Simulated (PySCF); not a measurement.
## Computed properties of Ga(H)(Cl)(OMe) (CH4ClGaO), SMILES C[O][GaH][Cl]

Ga(H)(Cl)(OMe) (CH4ClGaO), SMILES [O]([GaH][Cl])C. Coordinates come from a PBE0-D3(BJ)/def2-SVP optimisation. The structure was generated by enumeration; whether it is a known compound was not checked. One conformer was computed; it need not be the lowest. All values are computed for the isolated molecule unless a solvent is named; none is compared with measurement here.

**Structure.** The optimised structure has Cs symmetry. All 18 harmonic modes at PBE0-D3(BJ)/def2-SVP (PySCF) are real, so it is a minimum. With heavy atoms numbered as in [GaH:1]([Cl:3])[O:4][CH3:5], the shortest bond between them is O4–C5 at 1.398 Å and the longest Ga1–Cl3 at 2.136 Å.

**Vibrations.** The strongest infrared lines (harmonic, unscaled, degenerate partners summed) lie at 1157 cm⁻¹ (166 km/mol, C 35 %, O 35 %, H 29 %), 591 cm⁻¹ (163 km/mol, H 83 %, Ga 9 %), 2042 cm⁻¹ (92 km/mol, H 99 %). The softest mode is at 95 cm⁻¹ and the zero-point energy is 31.3 kcal/mol.

**Electronic structure.** B3LYP/def2-TZVP (PySCF) places the frontier levels at -7.94 and -1.43 eV, a gap of 6.51 eV, and gives a dipole moment of 2.59 D and a mean polarisability of 55.7 bohr³. PBE/def2-TZVP (PySCF) at the same geometry gives -6.70 and -1.92 eV, so its gap is 1.73 eV narrower. An orbital gap is neither the optical nor the fundamental gap.

**Excitations.** TDDFT-ωB97X/def2-SVPD (PySCF) has S1 at 6.25 eV (198 nm, f = 0.007, weak); the most intense of the 10 singlets computed lies at 7.36 eV (f = 0.13). T1 (TDA) is at 5.89 eV. TDDFT-PBE/def2-SVPD (PySCF) puts S1 at 5.10 eV. No vertical singlet excitation falls in the visible range (under 3.1 eV).

**NMR.** GIAO shifts at PBE0/pcSseg-1 (PySCF) (non-relativistic, atoms alike by connectivity averaged): ¹³C at 59.2 ppm against TMS; ¹H from 4.3 to 5.9 ppm against TMS. Without spin–orbit terms, shifts of atoms bonded to Cl or Br come out too high.
